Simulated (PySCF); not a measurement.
O2Se, charge -1, doublet, at a GFN2-xTB geometry (a state made from the parent by changing its charge; the spin is typed, not shown lowest) (in this run its highest filled SCF level lies above zero, so its values depend strongly on the basis, on diffuse functions most of all). Base run: SVWN5/STO-3G (PySCF).

PySCF was given this input:
```python
from pyscf import gto, scf, dft

mol = gto.Mole()
mol.atom = '''
    O    -1.361772    0.598247    0.035147
    Se    0.015899   -0.312514   -0.026176
    O     1.294203    0.729935    0.076102
'''
mol.basis = 'sto-3g'
mol.charge = -1
mol.spin = 1
mol.verbose = 4
mol.symmetry = True
mol.build()

mf = dft.UKS(mol)
mf.xc = 'lda,vwn'
mf.kernel()
mf.analyze()
```

The base run was repeated with changes; each row names its change, and settings that it needs were set with it.

```
change                                                   ΔE vs base (eV)  point group used  SCF cycles        outcome
-------------------------------------------------------  ---------------  ----------------  ----------  -------------
base                                                                0.00               C2v           7      converged
symmetry_subgroup = C2                                              0.00                C2           7      converged
irrep_nelec = A1:(12, 12) A2:(2, 2) B1:(6, 4) B2:(6, 7)                -                 -           -  input refused
irrep_nelec = A1:(12, 12) A2:(2, 2) B1:(4, 4) B2:(8, 7)             5.73               C2v           7      converged
symmetry = off                                                      0.00                C1           8      converged
symmetry_subgroup = Cs                                              0.00                Cs           8      converged
irrep_nelec = A1:(11, 12) A2:(3, 2) B1:(5, 4) B2:(7, 7)                -                 -           -  input refused
irrep_nelec = A1:(12, 12) A2:(3, 2) B1:(5, 4) B2:(6, 7)                -                 -           -  input refused
```

Open shells are given as the SCF converged; they aren't shown to be the lowest states, and a large step between rows can be another state.

- irrep_nelec = A1:(12, 12) A2:(2, 2) B1:(6, 4) B2:(6, 7): ended with `ValueError: More electrons than orbitals for irrep B1 nelec = 6 + 4, norb = 5`
- irrep_nelec = A1:(11, 12) A2:(3, 2) B1:(5, 4) B2:(7, 7): ended with `ValueError: More electrons than orbitals for irrep A2 nelec = 3 + 2, norb = 2`
- irrep_nelec = A1:(12, 12) A2:(3, 2) B1:(5, 4) B2:(6, 7): ended with `ValueError: More electrons than orbitals for irrep A2 nelec = 3 + 2, norb = 2`
